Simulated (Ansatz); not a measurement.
The cluster As₂Se. Total charge 0; singlet. Geometry PBE0-D4/def2-TZVP; atoms count from 1.

```xyz
3

As    1.027   -0.824    0.012
As   -0.040    0.785   -1.056
Se   -0.988    0.039    1.045
```

The restricted singlet is unstable: a solution with broken spin symmetry lies lower. The structure comes from a short search, and lower isomers may exist.

Q: Estimate the Mulliken populations from the PBE0/def2-TZVP orbitals of Ansatz.

A: 
```tsv
atom	charge (e)
As1	0.13
As2	0.13
Se3	-0.26
```
Mulliken values depend strongly on the basis.

Q: And the Mayer bond orders between heavy atoms (over 0.3)?

A: As1–As2 2.00 (2.21 Å); As1–Se3 1.02 (2.42 Å); As2–Se3 1.02 (2.42 Å).
